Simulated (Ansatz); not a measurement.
Consider the cleavage of the Si–Si bond: `[SiH3][SiH2][O][SnH3]` + HCl → `Cl[SiH2][O][SnH3]` + SiH₄.

Isolated molecules relaxed with PBE0-D4/def2-TZVP in Ansatz; ΔE leaves out vibrations. CCSD(T)/CBS is the MP2 limit (def2-TZVPP, def2-QZVPP) plus CCSD(T) − MP2 in def2-TZVPP, frozen cores. This one scheme is used for every species. Functionals use def2-TZVPP. B3LYP here is the variant with VWN-RPA as its local correlation; programs differ in this. Elements past krypton have def2 core potentials. For Sn outer-core shells are correlated without core-valence functions, which leaves a few kJ/mol of doubt a bond. Each species was taken in one conformer, which may not be the lowest.

`[SiH3][SiH2][O][SnH3]`:

Z-matrix (Å, degrees):
```
Si
Si 1 2.342
H 1 1.489 2 111.0
H 1 1.489 2 111.0 3 -120.6
H 1 1.490 2 109.8 3 119.7
O 2 1.632 1 109.1 3 60.3
H 2 1.496 1 109.6 3 -61.7
H 2 1.496 1 109.6 3 -177.7
Sn 6 1.965 2 135.8 1 180.0
H 9 1.699 6 103.8 2 -179.8
H 9 1.704 6 106.6 2 60.4
H 9 1.704 6 106.6 2 -60.0
```

HCl:

Z-matrix (Å, degrees):
```
Cl
H 1 1.279
```

`Cl[SiH2][O][SnH3]`:

Z-matrix (Å, degrees):
```
Si
O 1 1.609
Cl 1 2.072 2 109.9
H 1 1.481 2 111.3 3 117.7
H 1 1.481 2 111.5 3 -117.6
Sn 2 1.976 1 135.2 3 3.8
H 6 1.700 2 102.5 1 177.6
H 6 1.700 2 106.6 1 -63.2
H 6 1.701 2 106.7 1 58.4
```

SiH₄:

Z-matrix (Å, degrees):
```
Si
H 1 1.485
H 1 1.485 2 109.5
H 1 1.485 2 109.5 3 -120.0
H 1 1.485 2 109.5 3 120.0
```

Task: Is it downhill or uphill in electronic energy at CCSD(T)/CBS, and by how much? (An estimate is asked.)

Result: The calculation gave: Downhill: ΔE = -124.4 kJ/mol.

Task: What do these levels give: r2SCAN-D4, PBE0-D4, B3LYP-D4, ωB97X-V, ωB97M-V, r2SCAN, CCSD/def2-TZVPP, HF/def2-QZVPP, SCS-MP2/def2-QZVPP, HF/CBS(def2), MP2/CBS(def2), CCSD/CBS(def2)? (Estimate.)

Result: Computed: r2SCAN-D4 -122.5, PBE0-D4 -114.0, B3LYP-D4 -122.4, ωB97X-V -124.1, ωB97M-V -130.7, r2SCAN -123.0, CCSD/def2-TZVPP -123.0, HF/def2-QZVPP -141.2, SCS-MP2/def2-QZVPP -133.9, HF/CBS(def2) -141.3, MP2/CBS(def2) -135.1, CCSD/CBS(def2) -125.9 kJ/mol.

Largest T1 diagnostic among the species: 0.014.

In def2-TZVPP, CCSD(T) changes the Hartree–Fock value by +19.3 kJ/mol (the triples alone add +1.5 kJ/mol) and MP2 by +8.5 kJ/mol. From PBE to PBE0 (25 % exact exchange), in def2-TZVPP and without D4, ΔE moves by −6.2 kJ/mol.
